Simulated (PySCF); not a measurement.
# Highest orbital energy against ionisation energy along the 4p block

Calculated with PySCF 2.14, no spin-orbit coupling. Each cell gives −ε(HOMO) / ΔSCF in eV; NIST values include spin-orbit coupling, (s) semi-empirical, (t) theoretical.

```csv
species,UHF,LDA,PBE,PBE0,r2SCAN,NIST (lowest levels)
"Ga⁺ (aug-cc-pwCVDZ-PP with ECP10MDF, ECP)",19.036 / 18.758,16.595 / 21.099,16.238 / 20.684,17.147 / 20.372,16.582 / 20.495,20.515
"Ge⁺ (aug-cc-pwCVDZ-PP with ECP10MDF, ECP)",15.550 / 15.230,11.641 / 15.802,11.647 / 15.691,12.767 / 15.735,12.040 / 15.912,15.935
"As⁺ (aug-cc-pwCVDZ-PP with ECP10MDF, ECP)",18.435 / 17.969,13.991 / 18.572,13.971 / 18.430,15.250 / 18.497,14.423 / 18.673,18.589
"Se⁺ (aug-cc-pwCVDZ-PP with ECP10MDF, ECP)",21.423 / 20.830,16.391 / 21.383,16.358 / 21.229,17.806 / 21.335,16.892 / 21.530,21.196 ± 0.01
"Br⁺ (aug-cc-pwCVDZ-PP with ECP10MDF, ECP)",20.956 / 20.163,16.497 / 21.535,16.385 / 21.262,17.786 / 21.280,16.769 / 21.354,21.591
"Kr⁺ (aug-cc-pwCVDZ-PP with ECP10MDF, ECP)",24.162 / 23.242,19.098 / 24.555,18.969 / 24.259,20.535 / 24.308,19.410 / 24.405,24.360
```

How far is −ε(HOMO) from ΔSCF on average for each method, and why?

UHF 0.56 eV; LDA -4.79 eV; PBE -4.66 eV; PBE0 -3.37 eV; r2SCAN -4.38 eV. Hartree-Fock orbital energies lack relaxation and so exceed the ΔSCF value; semilocal functionals have convex E(N) from self-interaction, so their HOMO lies far too high; exact exchange moves hybrids part of the way back.
